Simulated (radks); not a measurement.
Q: Species: the thulium ion Tm4+. Configuration: [Xe] 4f11 (the NIST ground configuration). Calculated with a radial shooting solver on a logarithmic mesh with Libxc functionals: Dirac Kohn-Sham, BLYP, spin-unpolarised, spherical densities, finite nucleus; open shells fill j = l - 1/2 first; Fermi nuclear charge, rms radius 5.2256 fm. Some entries of the table are withheld. Estimate them.

| orbital | occ. | eigenvalue (hartree) | <r^2> (bohr^2) |
|---|---|---|---|
| 1s1/2 | 2 | -2177.897 | 0.0005486 |
| 2s1/2 | 2 | -368.9425 | (1) |
| 2p1/2 | 2 | -351.8113 | 0.006089 |
| 2p3/2 | 4 | -315.7831 | 0.007304 |
| 3s1/2 | 2 | -84.53337 | 0.05573 |
| 3p1/2 | 2 | -76.98275 | 0.05149 |
| 3p3/2 | 4 | -69.37777 | 0.05829 |
| 3d3/2 | 4 | -56.47114 | 0.04578 |
| 3d5/2 | 6 | -54.80943 | 0.04766 |
| 4s1/2 | 2 | -18.29208 | 0.2789 |
| 4p1/2 | 2 | (2) | 0.2904 |
| 4p3/2 | 4 | (3) | 0.3275 |
| 4d3/2 | 4 | (4) | 0.3659 |
| 4d5/2 | 6 | (5) | 0.3803 |
| 5s1/2 | 2 | -3.71262 | 1.571 |
| 5p1/2 | 2 | -2.83610 | (6) |
| 5p3/2 | 4 | -2.58482 | (7) |
| 4f5/2 | 6 | -2.09737 | 0.6361 |
| 4f7/2 | 5 | -2.04781 | 0.6556 |
| 5d3/2 | 0 | (8) | 3.934 |
| 5d5/2 | 0 | (9) | 4.080 |
| 6s1/2 | 0 | -1.26541 | 8.060 |

A: 
(1) 2s1/2 <r^2> (bohr^2): 0.008458
(2) 4p1/2 eigenvalue (hartree): -15.25162
(3) 4p3/2 eigenvalue (hartree): -13.52259
(4) 4d3/2 eigenvalue (hartree): -8.51096
(5) 4d5/2 eigenvalue (hartree): -8.19437
(6) 5p1/2 <r^2> (bohr^2): 1.917
(7) 5p3/2 <r^2> (bohr^2): 2.185
(8) 5d3/2 eigenvalue (hartree): -1.42426
(9) 5d5/2 eigenvalue (hartree): -1.39817
